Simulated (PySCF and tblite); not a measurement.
Values are calculated unless marked as measured or tabulated.
# Ring inversion: stationary points, barriers and rates

System: C5H8AsO2 (charge -1), numbered as in [O:1]=[C:2]([O-:3])[C@@H:4]1[CH2:5][CH2:6][CH2:7][AsH:8]1.

Motion: inversion of the 5-membered ring (4–5–6–7–8). The path came from a restrained scan, a climbing-image band and a saddle search at GFN2-xTB; energies are PBE0/pcSseg-1 + D3(BJ)//GFN2-xTB, thermal terms GFN2-xTB. Rate constants are transition-state-theory values, counting equivalent paths, without tunnelling. (PySCF 2.14 with density fitting, tblite 0.8.)

```
                              point  symmetry  E(GFN2) kcal/mol  E(DFT) kcal/mol  ZPE change kcal/mol  lowest mode cm⁻¹
 start (between envelope and twist)        C1               0.0              0.0                 0.00                73
saddle (between envelope and twist)        C1               9.1              7.7                 0.05               84i
                     end (envelope)        C1               1.8              2.4                 0.03                36
```

```json
{
 "Electronic barrier": "7.7 kcal/mol",
 "Barrier with zero-point energy": "7.8 kcal/mol",
 "ΔH‡ (298 K)": "7.6 kcal/mol",
 "ΔS‡ (298 K, symmetry apart)": "-0.7 cal/(mol K)",
 "Paths": "1 equivalent path",
 "End point": "a different minimum",
 "Mean lifetime of the start against this motion at 298 K": "84 ns",
 "Cost": "2.3 min on 1 thread of Arm Neoverse V1 (shared host) (rough), peak memory 1 GiB, launched as `OMP_NUM_THREADS=1 python ens_run.py task.json out`"
}
```

| T/K | ΔG‡ kcal/mol | k s⁻¹ | ΔG kcal/mol | k back s⁻¹ |
| --- | --- | --- | --- | --- |
| 150 | 7.7 | 17 | 2.3 | 4.1×10⁴ |
| 200 | 7.7 | 1.4×10⁴ | 2.3 | 4.8×10⁶ |
| 250 | 7.8 | 8.5×10⁵ | 2.3 | 8.5×10⁷ |
| 298 | 7.8 | 1.2×10⁷ | 2.3 | 5.6×10⁸ |
| 350 | 7.9 | 9.1×10⁷ | 2.3 | 2.4×10⁹ |
| 400 | 7.9 | 3.9×10⁸ | 2.3 | 6.7×10⁹ |
| 500 | 8.1 | 3×10⁹ | 2.2 | 2.9×10¹⁰ |

ΔG and ΔG‡ leave out symmetry numbers and mirror images; rates count paths: 1 out, 1 back.

The ion is treated without a counter-ion. Spin–orbit effects of heavy atoms on shieldings are missing.
